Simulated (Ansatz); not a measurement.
The same path of ClGeH3 + H3N + H3N (13 atoms, charge 0, multiplicity 1) was run twice with different band settings. Lost on the way: Ge1–Cl2, H6–N7, H8–N9. Made: Ge1–N7, Cl2–H8, H6–N9.

Theory: UHF/def2-SVP (Ansatz 0.2.0).

Relaxed end points:

```xyz
13
Properties=species:S:1:pos:R:3
Ge -0.821 -0.052 -2.334
Cl 1.167 -0.722 -1.711
H -0.672 0.248 -3.828
H -1.796 -1.198 -2.113
H -1.162 1.215 -1.565
H -0.278 -0.264 1.264
N -1.110 -0.733 0.951
H 2.023 0.706 0.790
N 2.082 1.077 1.722
H -1.828 -0.571 1.637
H -0.907 -1.719 0.954
H 1.305 1.698 1.863
H 1.997 0.315 2.370
```

```xyz
13
Properties=species:S:1:pos:R:3
Ge -1.500 0.001 -1.628
Cl 2.826 -0.862 -0.424
H -2.075 -0.960 -2.686
H -2.617 0.921 -1.124
H -0.364 0.813 -2.258
H 0.270 0.568 1.505
N -0.813 -0.871 -0.157
H 2.123 -0.160 0.374
N 0.855 1.102 2.126
H -1.494 -1.313 0.435
H -0.081 -1.532 -0.353
H 1.359 1.796 1.605
H 1.509 0.495 2.586
```

Common settings: movable images 7; climbing image yes; spring 5.0 eV/Å²; optimiser quadratic models (default); start path through a guess of the saddle point; iteration limit 60; end points relaxed.

| run | force threshold |
| --- | --- |
| 1 | 0.05 eV/Å |
| 2 | 0.2 eV/Å |

Task: What does each run give, and how far can it be trusted?

Result: Run 1: converged after 26 iterations, highest image 0.833 eV above the first end. The profile has 3 maxima (images 3, 5, 7) with wells between them (images 4, 6): this band takes more than one step, which may be the mechanism or a detour left from its start path. A vibrational analysis at the climbing image gives no mode beyond 40i cm⁻¹: the surface is too flat there to confirm a saddle point.
Run 2: converged after 16 iterations, highest image 0.829 eV above the first end. The threshold of 0.2 eV/Å is loose, so the images may lie well off the minimum-energy path. The profile has 3 maxima (images 3, 5, 7) with wells between them (images 4, 6): this band takes more than one step, which may be the mechanism or a detour left from its start path. The top lies less than 8 meV above the higher end, about what the thresholds resolve: that end is a shoulder or a very shallow well. The order of the point at the top wasn't checked.
The orbitals were unrestricted but ended closed-shell.
